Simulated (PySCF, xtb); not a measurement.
C₄H₉FSi, SMILES C[SiH](C)/C=C\F.

GFN2-xTB (xtb) at its own geometry gives an orbital gap of 4.44 eV and a dipole moment of 1.23 D.

Geometry optimised at PBE0-D3(BJ)/def2-SVP. The structure was generated by enumeration; whether it is a known compound was not checked. Other conformers were not sampled.

Task: What does CAM-B3LYP/def2-TZVP in PySCF give? (An estimate is asked for; the answer gives what the named calculation found.)

Result: gap 9.68 eV (levels -8.88 and 0.80 eV), dipole 0.80 D.
